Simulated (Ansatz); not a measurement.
Mulliken charges of `F[B]1[SiH2][O][Al]1[SH]` from r2SCAN/def2-TZVPP in Ansatz (PBE0-D4/def2-TZVP geometry).

```
atom   x (Å)   y (Å)   z (Å)  charge (e)
  F1   1.807  -0.136   1.961      -0.215
  B2   0.986  -0.185   0.948       0.231
 Si3   0.664  -1.370  -0.705       0.396
  O4  -0.608  -0.396  -1.156      -0.461
 Al5  -0.707   0.837   0.058       0.365
  S6  -2.225   2.397  -0.034      -0.251
  H7   1.733  -1.384  -1.742      -0.090
  H8   0.215  -2.768  -0.450      -0.090
  H9  -1.775   2.960   1.102       0.115
```

Question: By hand: the dipole of these point charges (1 e Å = 4.8032 D).

Answer: Σ q r = (0.303, 0.044, 0.405) e Å, of length 0.508 e Å = 2.44 D.

Question: How does the dipole of the full density compare? (Best estimate.)

Answer: Computed: (0.176, 0.085, 0.297) e Å, 1.71 D; the point charges give 1.43 times that, at 11° from its direction.

Point charges leave out the atoms' own dipoles, such as those of lone pairs, and Mulliken's split depends on the basis, so the two needn't agree.
